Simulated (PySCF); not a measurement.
Run record: geometry optimisation, `[F][InH2]`.

Method: PBE0-D3(BJ)/def2-SVP geometry optimisation, gas phase, def2 core potentials past Kr (PySCF 2.14.0). Start geometry: GFN2-xTB. The input is one job of a driver script: a line of settings, then coordinates in Å.

Input:
```
{"job": {"xc": "PBE0", "basis": "def2-SVP", "d3": "d3bj", "grid": 1, "maxiter": 30, "shake": 0.01, "kind": "geom"}, "charge": 0, "multiplicity": 1}
F     -1.496050    -1.005590    -0.019650
In     0.111470     0.070810    -0.006650
H      1.521370    -0.843580    -0.005660
H     -0.098790     1.752990    -0.001050
```

Output:
```
step   0  E = -290.98997361  max force = 0.012538
step   1  E = -290.98994500  max force = 0.018546
step   2  E = -290.99150725  max force = 0.000334
step   3  E = -290.99151038  max force = 0.000352
optimisation converged
```

Energies in Eh; «max force» is the largest Cartesian gradient component in Eh/bohr.

Q: How much energy does the optimisation release, in kcal/mol?

A: E(step 0) − E(last step) = 0.001537 Eh, which is 1.0 kcal/mol.

Main results: final energy -290.99151 Eh after 3 steps; dipole 2.94 D.

Q: Where do the atoms end?

A: 0.064 Å rms from the input after alignment:
```
atom  x, y, z in Å
F1    -1.4588   -0.9676   -0.0258
In2    0.1654    0.1464   -0.0084
H3     1.5757   -0.8276   -0.0041
H4    -0.2155    1.8176    0.0096
```

Time: 6.5 s of wall time; peak memory 0.26 GiB. Hardware: one thread of an Intel Xeon Platinum 8488C, no GPU, shared host.
Labels such as C1 count atoms from 1, the log's own numbers from 0.
